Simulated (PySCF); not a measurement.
# Correlation energy of C (carbon, neutral)

[He] 2s2 2p1 3s1, high-spin 3P determinant (an excited configuration). All numbers are calculated (PySCF 2.14, scalar relativity by spin-free X2C-1e, in x2c-QZVPPall with one added diffuse shell each of s, p, d, f type (8s5p4d3f1g, 73 functions)). Frozen: nothing; 6 electrons correlated.

```csv
level,correlation energy (mhartree)
CCSD,-106.35
(T),-2.66
CCSD(T),-109.01
```

Diagnostics: T1 = 0.013, D1 = 0.0397, largest double amplitude 0.124.

The outer electron is Rydberg-like, and this basis confines it to a smaller radius and binds it less than a complete one would.

Cost of the coupled-cluster step: roughly 18 core-seconds, for 6 correlated electrons.

Iterations:

```
CC2 = 0
CCSD nocc = (np.int64(4), np.int64(2)), nmo = (73, 73)
frozen orbitals [[], []]
max_cycle = 100
direct = 0
conv_tol = 1e-08
conv_tol_normt = 1e-06
diis_space = 8
diis_start_cycle = 0
Init t2, MP2 energy = -0.0806908985127482
Init E_corr(UCCSD) = -0.080690898513014
cycle = 1  E_corr(UCCSD) = -0.0951874696792736  dE = -0.0144965712  norm(t1,t2) = 0.0576712
cycle = 2  E_corr(UCCSD) = -0.100627990968866  dE = -0.00544052129  norm(t1,t2) = 0.029835
cycle = 3  E_corr(UCCSD) = -0.105693054106371  dE = -0.00506506314  norm(t1,t2) = 0.0179868
cycle = 4  E_corr(UCCSD) = -0.105884640016365  dE = -0.00019158591  norm(t1,t2) = 0.00870335
cycle = 5  E_corr(UCCSD) = -0.106420517599445  dE = -0.000535877583  norm(t1,t2) = 0.00481655
cycle = 6  E_corr(UCCSD) = -0.106257859451813  dE = 0.000162658148  norm(t1,t2) = 0.00183592
cycle = 7  E_corr(UCCSD) = -0.106284289292039  dE = -2.64298402e-05  norm(t1,t2) = 0.00123459
cycle = 8  E_corr(UCCSD) = -0.106340698923331  dE = -5.64096313e-05  norm(t1,t2) = 0.00264906
cycle = 9  E_corr(UCCSD) = -0.10635966942492  dE = -1.89705016e-05  norm(t1,t2) = 0.000345786
cycle = 10  E_corr(UCCSD) = -0.106345362578796  dE = 1.43068461e-05  norm(t1,t2) = 0.000126918
cycle = 11  E_corr(UCCSD) = -0.106345422809641  dE = -6.0230844e-08  norm(t1,t2) = 5.40266e-05
cycle = 12  E_corr(UCCSD) = -0.106346594980036  dE = -1.1721704e-06  norm(t1,t2) = 2.14709e-05
cycle = 13  E_corr(UCCSD) = -0.106346216039697  dE = 3.78940339e-07  norm(t1,t2) = 9.13132e-06
cycle = 14  E_corr(UCCSD) = -0.106346118668739  dE = 9.73709576e-08  norm(t1,t2) = 3.4571e-06
cycle = 15  E_corr(UCCSD) = -0.106346271195878  dE = -1.52527139e-07  norm(t1,t2) = 1.51148e-06
cycle = 16  E_corr(UCCSD) = -0.106346276559776  dE = -5.36389794e-09  norm(t1,t2) = 1.02221e-06
cycle = 17  E_corr(UCCSD) = -0.106346293638785  dE = -1.70790089e-08  norm(t1,t2) = 1.47309e-06
cycle = 18  E_corr(UCCSD) = -0.106346306691723  dE = -1.30529384e-08  norm(t1,t2) = 1.23014e-06
cycle = 19  E_corr(UCCSD) = -0.106346300520499  dE = 6.17122388e-09  norm(t1,t2) = 2.32744e-07
UCCSD converged
E(UCCSD) = -37.54031389688719  E_corr = -0.1063463005204994
UCCSD(T) correction = -0.0026620703836012
```

This basis was not built for core-valence correlation, so the inner-shell part is incomplete.
